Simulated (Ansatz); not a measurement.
C2H5BO (`B/C=C/O`), relaxed with RKS PBE-D4/def2-SVP in Ansatz 0.2.0 from a rough embedded geometry. The force threshold is 0.03 eV/Å; the program also tests the step.

The species carries charge 0 and has multiplicity 1.

Start:

```xyz
9

B    -1.509   -0.482    0.485
C    -0.287   -0.324   -0.380
C     0.782    0.348    0.042
O     1.871    0.446   -0.910
H    -2.492   -1.083    0.157
H    -1.582    0.049    1.606
H    -0.308   -0.792   -1.386
H     0.802    0.831    0.943
H     2.723    1.008   -0.558
```

Q: How much energy does the relaxation release, and in how many steps? (Estimate.)

A: The calculation gave: 0.70 eV, in 6 steps.

Q: Which bonds change most? (Best estimate.)

A: Ansatz gave: C3–O4 from 1.449 to 1.344 Å; O4–H9 from 1.080 to 0.975 Å; C3–H8 from 1.023 to 1.108 Å; C2–C3 from 1.331 to 1.367 Å.

Q: Give the relaxed structure. (Best estimate.)

A: Ansatz gave: 
```xyz
9

B    -1.498   -0.459    0.502
C    -0.320   -0.366   -0.455
C     0.792    0.333   -0.076
O     1.881    0.470   -0.853
H    -2.513   -1.068    0.215
H    -1.428    0.093    1.591
H    -0.295   -0.832   -1.456
H     0.832    0.824    0.917
H     2.549    1.005   -0.386
```
